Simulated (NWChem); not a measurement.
Species: H$_{2}$BO$_{2}$ cation

```xyz
5

O      0.0409    -1.2504     0.0485
B      0.0000     0.0000    -0.0181
O     -0.0409     1.2504     0.0485
H     -0.4017    -2.0185    -0.3428
H      0.4017     2.0185    -0.3428
```
Atoms are numbered in this order, from 1.

All runs use the structure optimised with PBE0/def2-SVP.

Symmetry labels are those of C2 in the frame above (b1 and b2, or b-type labels, depend on it).

Q: List the 4 lowest vertical singlet excitations and the 4 lowest triplet ones from BHandHLYP/def2-SVPD, TDA (NWChem).

A: 
```
state  energy (eV)  oscillator strength  symmetry  leading excitation (squared amplitude)
-----  -----------  -------------------  --------  --------------------------------------
S1           10.43                0.000         a                    HOMO → LUMO+1 (0.55)
S2           10.54                0.004         b                      HOMO → LUMO (0.38)
S3           10.55                0.000         a                    HOMO−1 → LUMO (0.41)
S4           10.75                0.000         b                      HOMO → LUMO (0.55)
T1            9.57       spin-forbidden         b                    HOMO → LUMO+2 (0.47)
T2            9.91       spin-forbidden         a                    HOMO → LUMO+1 (0.52)
T3            9.96       spin-forbidden         b                  HOMO−1 → LUMO+1 (0.50)
T4           10.15       spin-forbidden         b                      HOMO → LUMO (0.73)
```
